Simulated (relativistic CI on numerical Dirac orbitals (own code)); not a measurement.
**Magnetism of Sm²⁺, 4f6, in a crystal field**

Calculated by Dirac-Coulomb-Breit CI, separate exchange-only KLI orbitals for each configuration, QED by a radiative potential, valence Slater integrals scaled by 0.8, one configuration in a parametric crystal field (own radial code).

Field parameters in Wybourne normalisation; cubic f-shell fields have B⁴₄ = √(5/14) B⁴₀ and B⁶₄ = −√(7/2) B⁶₀. The field is a parameter set, without covalency.

S is read from ⟨S²⟩ = S(S + 1).

Powder χT (cm³ K mol⁻¹) by Van Vleck's formula, with temperature-independent terms:

```tsv
Field	2 K	5 K	10 K	20 K	50 K	100 K	200 K	300 K
D3d, B20 = -670, B40 = -690, B43 = -860, B60 = 160, B63 = 440, B66 = -160 cm⁻¹	0.0157	0.0392	0.0783	0.157	0.391	0.747	1.21	1.5
Oh, B40 = -1240, B60 = 530 cm⁻¹	0.0145	0.0362	0.0724	0.145	0.362	0.718	1.24	1.55
```

Problem. For D3d, B20 = -670, B40 = -690, B43 = -860, B60 = 160, B63 = 440, B66 = -160 cm⁻¹: what effective moment follows at 300 K?

Solution. μ_eff = √(8χT) = 3.46 μB. The LS value g√(J(J + 1)) of the free ion's 7F_0 level is 0.00 μB. The ground level is a non-magnetic singlet, so χT starts at zero and rises through temperature-independent paramagnetism and the filling of excited levels.
